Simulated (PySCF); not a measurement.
Ga(H)(SiH3)2 (GaH₇Si₂), SMILES [SiH3][GaH][SiH3]. Atoms are numbered in the order given.

```xyz
10

Ga     0.0000     0.0000    -0.6145
H      0.0000     0.0000    -2.1879
Si    -2.0839    -0.0031     0.5759
H     -2.4701     1.4179     0.8503
H     -1.9643    -0.6973     1.8945
H     -3.1985    -0.6390    -0.1895
Si     2.0839     0.0031     0.5759
H      1.9643     0.6973     1.8945
H      3.1985     0.6390    -0.1895
H      2.4701    -1.4179     0.8503
```

Coordinates come from a ωB97X-D3(BJ)/def2-SVP optimisation.

Two levels are set side by side: PBE/pcSseg-1 (PySCF) and HF/pcSseg-1 (PySCF). GIAO shifts against TMS (²⁹Si), TMS (¹H) at the same level; non-relativistic, no solvent, atoms listed together averaged. Differences are taken from unrounded values.

| quantity | HF |
|---|---|
| δ(¹H) of H2 (ppm) | 7.14 |
| δ(²⁹Si) of Si3, Si7 (ppm) | -106.4 |

What does PBE give, and how far is it from HF? (The exact figures need the calculation; the answer reports its results.)


```tsv
quantity	PBE	PBE minus HF
δ(¹H) of H2 (ppm)	8.69	1.55
δ(²⁹Si) of Si3, Si7 (ppm)	-116.1	-9.6
```

Rough cost on one machine, each run with all the roots and properties that it gave: HF against PBE within a factor of 2.
